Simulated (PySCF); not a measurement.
AgF, triplet, at a GFN2-xTB geometry (such geometries of metal compounds can be far from the true shape) (the multiplicity is a formal guess) (core potentials on Ag); PySCF with CASSCF(8,6)/def2-SVP.

The PySCF input:
```python
from pyscf import gto, scf, mcscf
import numpy

mol = gto.Mole()
mol.atom = '''
    Ag   -0.000000   -0.000000   -0.331953
    F     0.000000    0.000000    1.733533
'''
mol.basis = 'def2-svp'
mol.ecp = {'Ag': 'def2-svp'}
mol.charge = 0
mol.spin = 2
mol.verbose = 4
mol.build()

mf = scf.ROHF(mol)
mf.kernel()
mc = mcscf.CASSCF(mf, 6, 8)
mc.fix_spin_(ss=2.0)
mc.kernel()
occ = numpy.linalg.eigvalsh(mc.fcisolver.make_rdm1(mc.ci, mc.ncas, mc.nelecas))[::-1]
ss = mc.fcisolver.spin_square(mc.ci, mc.ncas, mc.nelecas)[0]
print('natural occupations', occ.round(4), ' <S^2>', round(ss, 4))
```

Task: Predict the main parts of the log of this PySCF run.

Result: 
```
PySCF version 2.14.0

[INPUT] verbose = 4
[INPUT] num. atoms = 2
[INPUT] num. electrons = 28
[INPUT] charge = 0
[INPUT] spin (= nelec alpha-beta = 2S) = 2
[INPUT] symmetry False subgroup None
[INPUT] Mole.unit = angstrom
[INPUT] Symbol           X                Y                Z      unit          X                Y                Z       unit  Magmom
[...]
nuclear repulsion = 43.8101749744709
number of shells = 17
number of NR pGTOs = 81
number of NR cGTOs = 45
basis = def2-svp
ecp = {'Ag': 'def2-svp'}

******** <class 'pyscf.scf.rohf.ROHF'> ********
method = ROHF
initial guess = minao
damping factor = 0
level_shift factor = 0
DIIS = <class 'pyscf.scf.diis.CDIIS'>
diis_start_cycle = 1
diis_space = 8
diis_damp = 0
SCF conv_tol = 1e-09
SCF conv_tol_grad = None
SCF max_cycles = 50
direct_scf = True
direct_scf_tol = 1e-13
num. doubly occ = 13  num. singly occ = 2
Set gradient conv threshold to 3.16228e-05
init E= -232.188615923326
[...]
cycle= 1 E= -244.944691730455  delta_E= -12.8  |g|= 1.22  |ddm|= 2.42
[...]
cycle= 2 E= -244.65452095056  delta_E= 0.29  |g|= 1.74  |ddm|= 2.61
[...]
cycle= 3 E= -245.27974699869  delta_E= -0.625  |g|= 0.46  |ddm|= 1.54
[...]
cycle= 4 E= -245.316605202435  delta_E= -0.0369  |g|= 0.186  |ddm|= 0.162
[...]
cycle= 5 E= -245.323232869315  delta_E= -0.00663  |g|= 0.0872  |ddm|= 0.161
[...]
cycle= 6 E= -245.323328840722  delta_E= -9.6e-05  |g|= 0.0468  |ddm|= 0.181
[...]
cycle= 7 E= -245.325722419156  delta_E= -0.00239  |g|= 0.0157  |ddm|= 0.0721
[...]
cycle= 8 E= -245.326006134738  delta_E= -0.000284  |g|= 0.0073  |ddm|= 0.0506
[...]
cycle= 9 E= -245.32605551068  delta_E= -4.94e-05  |g|= 0.000683  |ddm|= 0.0138
[...]
cycle= 10 E= -245.326055711865  delta_E= -2.01e-07  |g|= 0.000204  |ddm|= 0.00108
[...]
cycle= 11 E= -245.326055777462  delta_E= -6.56e-08  |g|= 5.18e-05  |ddm|= 0.000601
[...]
cycle= 12 E= -245.326055780655  delta_E= -3.19e-09  |g|= 2.66e-05  |ddm|= 0.00022
[...]
cycle= 13 E= -245.326055781909  delta_E= -1.25e-09  |g|= 5.19e-06  |ddm|= 7.27e-05
[...]
cycle= 14 E= -245.326055781934  delta_E= -2.49e-11  |g|= 2.64e-06  |ddm|= 2.03e-05
[...]
Extra cycle  E= -245.326055781902  delta_E= 3.15e-11  |g|= 6.86e-06  |ddm|= 1.97e-05
converged SCF energy = -245.326055781902

******** <class 'pyscf.mcscf.mc1step.CASSCF'> ********
CAS (5e+3e, 6o), ncore = 10, nvir = 29
max_cycle_macro = 50
max_cycle_micro = 4
conv_tol = 1e-07
conv_tol_grad = None
orbital rotation max_stepsize = 0.02
orbital rotation threshold for CI restart = 0.01
augmented hessian ah_max_cycle = 30
augmented hessian ah_conv_tol = 1e-12
augmented hessian ah_linear dependence = 1e-14
augmented hessian ah_level shift = 1e-08
augmented hessian ah_start_tol = 2.5
augmented hessian ah_start_cycle = 3
augmented hessian ah_grad_trust_region = 3
kf_trust_region = 3
kf_interval = 4
ci_response_space = 4
ci_grad_trust_region = 3
with_dep4 0
natorb = False
canonicalization = True
sorting_mo_energy = False
ao2mo_level = 2
internal_rotation = False
******** <class 'pyscf.fci.addons.SpinPenaltyFCISolver'> ********
max. cycles = 50
conv_tol = 1e-08
davidson only = True
linear dependence = 1e-12
level shift = 0.001
max iter space = 12
nroots = 1
pspace_size = 400
spin = None
CASCI E = -245.326155662044  S^2 = 2.0000000
Set conv_tol_grad to 0.000316228
macro iter   1 ( 17 JK    4 micro), CASSCF E = -245.326540134222  dE = -3.84472179e-04  S^2 = 2.0000000
               |grad[o]|=0.000669  |grad[c]|=0.0205  |ddm|=0.00193  |maxRot[o]|=0.221
macro iter   2 ( 17 JK    4 micro), CASSCF E = -245.327228663786  dE = -6.88529564e-04  S^2 = 2.0000000
               |grad[o]|=0.00185  |grad[c]|=0.0368  |ddm|=0.00256  |maxRot[o]|=0.225
macro iter   3 ( 21 JK    4 micro), CASSCF E = -245.327633769035  dE = -4.05105249e-04  S^2 = 2.0000000
               |grad[o]|=0.00333  |grad[c]|=0.0138  |ddm|=0.000872  |maxRot[o]|=0.157
macro iter   4 ( 21 JK    4 micro), CASSCF E = -245.328149703010  dE = -5.15933975e-04  S^2 = 2.0000000
[...]
               |grad[o]|=0.0032  |grad[c]|=0.00129  |ddm|=9.87e-05  |maxRot[o]|=0.0325
macro iter  33 ( 21 JK    4 micro), CASSCF E = -245.331086246670  dE = -2.17227156e-05  S^2 = 2.0000000
               |grad[o]|=0.00299  |grad[c]|=0.00281  |ddm|=9.25e-05  |maxRot[o]|=0.047
macro iter  34 ( 21 JK    4 micro), CASSCF E = -245.331086424976  dE = -1.78305868e-07  S^2 = 2.0000000
               |grad[o]|=0.00275  |grad[c]|=0.00562  |ddm|=0.000322  |maxRot[o]|=0.0255
macro iter  35 ( 21 JK    4 micro), CASSCF E = -245.331075580228  dE =  1.08447477e-05  S^2 = 2.0000000
               |grad[o]|=0.00298  |grad[c]|=0.00699  |ddm|=0.000421  |maxRot[o]|=0.0444
macro iter  36 ( 21 JK    4 micro), CASSCF E = -245.331099941593  dE = -2.43613650e-05  S^2 = 2.0000000
               |grad[o]|=0.00347  |grad[c]|=0.00201  |ddm|=9.57e-05  |maxRot[o]|=0.0377
macro iter  37 ( 21 JK    4 micro), CASSCF E = -245.331109468278  dE = -9.52668506e-06  S^2 = 2.0000000
               |grad[o]|=0.0032  |grad[c]|=0.00351  |ddm|=0.000198  |maxRot[o]|=0.021
macro iter  38 ( 21 JK    4 micro), CASSCF E = -245.331113562263  dE = -4.09398453e-06  S^2 = 2.0000000
               |grad[o]|=0.00296  |grad[c]|=0.00481  |ddm|=0.000168  |maxRot[o]|=0.0413
macro iter  39 ( 21 JK    4 micro), CASSCF E = -245.331111001398  dE =  2.56086486e-06  S^2 = 2.0000000
               |grad[o]|=0.00296  |grad[c]|=0.00986  |ddm|=0.000627  |maxRot[o]|=0.0232
macro iter  40 ( 21 JK    4 micro), CASSCF E = -245.331133466082  dE = -2.24646841e-05  S^2 = 2.0000000
               |grad[o]|=0.00346  |grad[c]|=0.00172  |ddm|=6.87e-05  |maxRot[o]|=0.039
macro iter  41 ( 21 JK    4 micro), CASSCF E = -245.331140842170  dE = -7.37608795e-06  S^2 = 2.0000000
               |grad[o]|=0.00321  |grad[c]|=0.00336  |ddm|=0.000218  |maxRot[o]|=0.0151
macro iter  42 ( 21 JK    4 micro), CASSCF E = -245.331124357618  dE =  1.64845524e-05  S^2 = 2.0000000
               |grad[o]|=0.00292  |grad[c]|=0.00454  |ddm|=0.000288  |maxRot[o]|=0.0796
macro iter  43 ( 21 JK    4 micro), CASSCF E = -245.331152114531  dE = -2.77569137e-05  S^2 = 2.0000000
               |grad[o]|=0.00287  |grad[c]|=0.00254  |ddm|=6.86e-05  |maxRot[o]|=0.0456
macro iter  44 ( 21 JK    4 micro), CASSCF E = -245.331170162424  dE = -1.80478924e-05  S^2 = 2.0000000
               |grad[o]|=0.00266  |grad[c]|=0.00142  |ddm|=9.96e-05  |maxRot[o]|=0.0282
macro iter  45 ( 21 JK    4 micro), CASSCF E = -245.331163252370  dE =  6.91005357e-06  S^2 = 2.0000000
               |grad[o]|=0.00245  |grad[c]|=0.00233  |ddm|=0.000137  |maxRot[o]|=0.079
macro iter  46 ( 21 JK    4 micro), CASSCF E = -245.331203954474  dE = -4.07021043e-05  S^2 = 2.0000000
               |grad[o]|=0.00235  |grad[c]|=0.00422  |ddm|=0.000133  |maxRot[o]|=0.0615
macro iter  47 ( 12 JK    3 micro), CASSCF E = -245.331236145700  dE = -3.21912255e-05  S^2 = 2.0000000
               |grad[o]|=0.00222  |grad[c]|=0.00499  |ddm|=0.000209  |maxRot[o]|=0.0472
macro iter  48 ( 12 JK    3 micro), CASSCF E = -245.331257099368  dE = -2.09536677e-05  S^2 = 2.0000000
               |grad[o]|=0.00204  |grad[c]|=0.00308  |ddm|=0.000199  |maxRot[o]|= 0.05
macro iter  49 ( 21 JK    4 micro), CASSCF E = -245.331257716374  dE = -6.17006378e-07  S^2 = 2.0000000
               |grad[o]|=0.00194  |grad[c]|=0.00526  |ddm|=0.000101  |maxRot[o]|=0.0741
macro iter  50 ( 17 JK    4 micro), CASSCF E = -245.331264424349  dE = -6.70797539e-06  S^2 = 2.0000000
               |grad[o]|=0.0022  |grad[c]|=0.00853  |ddm|=0.000496  |maxRot[o]|=0.0569
1-step CASSCF not converged,  50 macro (950 JK 191 micro) steps
CASSCF canonicalization
Density matrix diagonal elements [1.99953906e+00 1.99990598e+00 1.99886403e+00 1.00000059e+00
 1.00001017e+00 1.68018005e-03]
CASSCF energy = -245.331264424349
CASCI E = -245.331264424349  E(CI) = -23.0056367863546  S^2 = 2.0000000
natural occupations [1.9999e+00 1.9995e+00 1.9989e+00 1.0000e+00 1.0000e+00 1.7000e-03]  <S^2> 2.0
```

Convergence was not reached.
